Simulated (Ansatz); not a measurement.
`CC(=O)[SiH2][SiH3]` + `ClC1O[SiH2]1` → `[SiH3]C1(Cl)O[SiH2]1` + `CC(=O)[SiH3]`  (formal exchange of groups at the Si–Si bond)

Gas-phase electronic energies from Ansatz, PBE0-D4/def2-TZVP geometries. CCSD(T)/CBS is the MP2 limit (def2-TZVPP, def2-QZVPP) plus CCSD(T) − MP2 in def2-TZVPP, frozen cores. Functionals use def2-TZVPP. B3LYP here is the variant with VWN-RPA as its local correlation; programs differ in this. One conformer a species, not always the lowest.

`CC(=O)[SiH2][SiH3]`:

```xyz
13

C    -0.161    0.141    2.146
C     0.196   -0.792    1.024
O     1.061   -1.628    1.131
Si   -0.716   -0.624   -0.679
Si    0.621    0.710   -2.060
H    -1.203   -0.023    2.439
H    -0.095    1.179    1.803
H     0.497   -0.017    3.001
H    -2.050    0.018   -0.505
H    -0.885   -1.988   -1.242
H     1.954    0.080   -2.239
H     0.798    2.045   -1.426
H    -0.017    0.897   -3.391
```

`ClC1O[SiH2]1`:

Cartesian coordinates in Å:
```
Cl 2.074 -0.314 -0.935
C 0.634 0.508 -0.334
O -0.566 0.196 -1.050
Si -0.689 -0.388 0.515
H 0.835 1.573 -0.265
H -0.600 -1.850 0.691
H -1.688 0.276 1.379
```

`[SiH3]C1(Cl)O[SiH2]1`:

Z-matrix (Å, degrees):
```
Si
C 1 1.879
H 1 1.484 2 109.8
H 1 1.486 2 107.7 3 -120.0
H 1 1.483 2 108.6 3 120.8
Cl 2 1.782 1 111.5 3 -62.3
O 2 1.450 1 115.3 3 68.0
Si 2 1.819 1 127.4 3 138.8
H 8 1.475 2 119.8 1 158.5
H 8 1.478 2 122.9 1 -3.1
```

`CC(=O)[SiH3]`:

```xyz
10

C    -0.358   -0.030   -1.456
C    -0.231    0.661   -0.130
O    -0.537    1.820    0.026
Si    0.443   -0.284    1.422
H    -1.014   -0.900   -1.356
H    -0.750    0.653   -2.211
H     0.619   -0.415   -1.766
H     1.659    0.428    1.885
H     0.777   -1.702    1.117
H    -0.609   -0.232    2.468
```

```tsv
level	ΔE (kJ/mol)	difference from CCSD(T)/CBS
PBE-D4	19.0	13.8
r2SCAN-D4	13.2	8.0
B3LYP-D4	7.6	2.4
r2SCAN0-D4	13.5	8.3
CAM-B3LYP-D4	6.2	1.0
B2PLYP	6.3	1.1
PBE-QIDH	11.7	6.5
revPBE	23.0	17.8
PBE0	20.2	15.0
LC-ωPBE	15.8	10.6
HF/def2-SVP	4.3	-0.9
CCSD/def2-SVP	4.1	-1.1
HF/def2-TZVPP	6.5	1.3
MP2/def2-TZVPP	-0.2	-5.4
CCSD(T)/def2-TZVPP	6.6	1.4
HF/CBS(def2)	5.9	0.7
CCSD(T)/CBS	5.2	0
```

Largest T1 diagnostic among the species: 0.015.

The D4 term adds −3.9 kJ/mol with B3LYP and −1.7 kJ/mol with PBE0; it sums over pairs of atoms, weighted by their polarisabilities, and B3LYP, whose exchange is more repulsive, gets the larger term. Leaving LDA and LC-ωPBE aside and taking each functional with its dispersion term where it has one, the values, not all of them listed here, spread over 15.3 kJ/mol, from ωB97M-V to PBE-D4. LDA lies −3.9 kJ/mol from PBE without D4. From BLYP to BHLYP (50 % exact exchange), in def2-TZVPP and without D4, ΔE moves by −3.0 kJ/mol.

CCSD(T)/CBS has its own doubt, a few kJ/mol and more with outer-core shells, so smaller differences from it don't rank the levels.
